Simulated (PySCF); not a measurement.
## Substituent effects on chemical shifts

Parent skeleton `[SiH3:1][O:2][CH:3]1[CH2:4][CH2:5][S:6]1`; one hydrogen on atom 4 is replaced by X. Hydrogens on one atom are averaged.

Level of theory: geometry: GFN2-xTB, shieldings: GIAO PBE0/pcSseg-1, in PySCF (one computed conformer, gas phase, no relativistic terms, equivalent nuclei averaged).

Referencing at the same level of theory: ²⁹Si and ¹³C and ¹H against TMS; ¹⁷O against H2O; ³³S against CS2.

Q: Order these by the shift of H(C4), most shielded first.
A. X = SO3H
B. X = CHO
C. X = allyl

A: C (3.12 ppm), B (3.96 ppm), A (4.23 ppm).

Q: Order these by the shift of S6, most shielded first.
A. X = nPr
B. X = CH2OH
C. X = SO3H
D. X = SH
E. X = CHO
F. X = C2H5

A: A (32.8 ppm), F (37.8 ppm), E (49.2 ppm), B (54.3 ppm), C (63.3 ppm), D (72.0 ppm).

Q: Order these by the shift of C4, most shielded first.
A. X = CHO
B. X = allyl
C. X = CH2OH
D. X = nPr
E. X = SO3H

A: C (49.5 ppm), B (53.2 ppm), D (55.6 ppm), A (64.9 ppm), E (72.8 ppm).

Experimental scales use liquid or dissolved standards, which lie at an offset from isolated H2O (liquid H2O: subtract about 36 ppm).
